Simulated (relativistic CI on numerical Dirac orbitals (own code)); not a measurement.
# Crystal-field levels of Tm⁴⁺, 4f11

Calculated by Dirac-Coulomb-Breit CI, orbitals from a KLI potential per configuration, model QED (radiative potential, 1s self-energy scaled to tabulated hydrogen-like ionisation energies), valence Slater integrals scaled by 0.85, one configuration in a parametric crystal field (own radial code).

Field parameters in Wybourne normalisation; cubic f-shell fields have B⁴₄ = √(5/14) B⁴₀ and B⁶₄ = −√(7/2) B⁶₀. The field is a parameter set, without covalency.

S and J are read from ⟨S²⟩ = S(S + 1) and ⟨J²⟩ = J(J + 1) of each level; they are not fictitious spins.

D3d, B20 = 1810, B40 = -920, B43 = 670, B60 = -350, B63 = -1040, B66 = 100 cm⁻¹, the lowest 16 levels:

```
E (cm⁻¹)  Degeneracy  Irrep     S     J
     0.0           2     Γ4  1.48  7.50
    95.6           2  Γ5+Γ6  1.48  7.50
     274           2     Γ4  1.48  7.50
     389           2  Γ5+Γ6  1.48  7.50
     468           2     Γ4  1.48  7.50
     584           2     Γ4  1.48  7.50
     695           2     Γ4  1.48  7.50
     708           2  Γ5+Γ6  1.48  7.50
    7739           2     Γ4  1.49  6.50
    7812           2  Γ5+Γ6  1.49  6.50
    7904           2     Γ4  1.49  6.50
    7990           2     Γ4  1.49  6.50
    8091           2  Γ5+Γ6  1.49  6.50
    8166           2     Γ4  1.49  6.50
    8169           2     Γ4  1.49  6.50
   11812           2     Γ4  1.35  5.50
```

Principal g values of the ground doublet: 2.03, 9.07, 9.07.

Oh, B40 = -2300, B60 = 240 cm⁻¹, the lowest 16 levels:

```tsv
E (cm⁻¹)	Degeneracy	Irrep	S	J
0.0	2	Γ6	1.48	7.50
45.4	4	Γ8	1.48	7.50
135	2	Γ7	1.48	7.50
399	4	Γ8	1.48	7.50
464	4	Γ8	1.48	7.50
7662	4	Γ8	1.49	6.50
7704	2	Γ7	1.49	6.50
7871	2	Γ7	1.49	6.50
7937	4	Γ8	1.49	6.50
7983	2	Γ6	1.49	6.50
11707	4	Γ8	1.35	5.50
11780	2	Γ7	1.35	5.50
11834	4	Γ8	1.34	5.50
11851	2	Γ6	1.34	5.50
13880	2	Γ6	1.17	4.50
14089	4	Γ8	1.17	4.50
```

Principal g values of the ground doublet: 5.98, 5.98, 5.98.

D4h, B20 = 280, B40 = 580, B44 = -820, B60 = -560, B64 = -910 cm⁻¹, the lowest 10 levels:

| E (cm⁻¹) | Degeneracy | Irrep | S | J |
| --- | --- | --- | --- | --- |
| 0.0 | 2 | Γ6 | 1.48 | 7.50 |
| 9.6 | 2 | Γ7 | 1.48 | 7.50 |
| 92.4 | 2 | Γ7 | 1.48 | 7.50 |
| 99.4 | 2 | Γ6 | 1.48 | 7.50 |
| 343 | 2 | Γ6 | 1.48 | 7.50 |
| 370 | 2 | Γ6 | 1.48 | 7.50 |
| 406 | 2 | Γ7 | 1.48 | 7.50 |
| 495 | 2 | Γ7 | 1.48 | 7.50 |
| 7725 | 2 | Γ7 | 1.49 | 6.50 |
| 7728 | 2 | Γ6 | 1.49 | 6.50 |

Principal g values of the ground doublet: 0.22, 0.22, 11.37.

The next free-ion level lies 7581 cm⁻¹ above the lowest; the field splits the ground level into components whose J stays near 15/2 as long as their spread is small against that gap.

Levels of this model without a field, named by their leading LS term: 4I°_15/2 0, 4I°_13/2 7581, 4I°_11/2 11542, 4I°_9/2 13849, 4F°_9/2 17983, 2H°_11/2 21784, 4S°_3/2 21973, 4F°_7/2 24471 cm⁻¹.
